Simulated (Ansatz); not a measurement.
GaF, SMILES [F][Ga] (connectivity only; charge and spin as stated), neutral, multiplicity 1.

The structure is a stationary point at B3LYP-D3(BJ)/def2-TZVPD.

Two levels are set side by side: PBE/def2-TZVPD (Ansatz, a first-principles code) and PBE0/def2-TZVPD (Ansatz). Energy differences of separate SCF runs at the same geometry; the states with an electron removed or added have multiplicity 2 and 2. Differences are taken from unrounded values.

```json
[
 {"quantity": "vertical ionisation energy (eV)", "PBE": "10.48"},
 {"quantity": "vertical singlet–triplet gap (eV)", "PBE": "4.00"}
]
```

Question: These are the PBE values. What does PBE0 give? (The exact figures need the calculation; the answer reports its results.)

Answer: 
```
quantity                            PBE0  PBE minus PBE0
---------------------------------  -----  --------------
vertical ionisation energy (eV)    10.45            0.03
vertical singlet–triplet gap (eV)   3.85            0.15
```
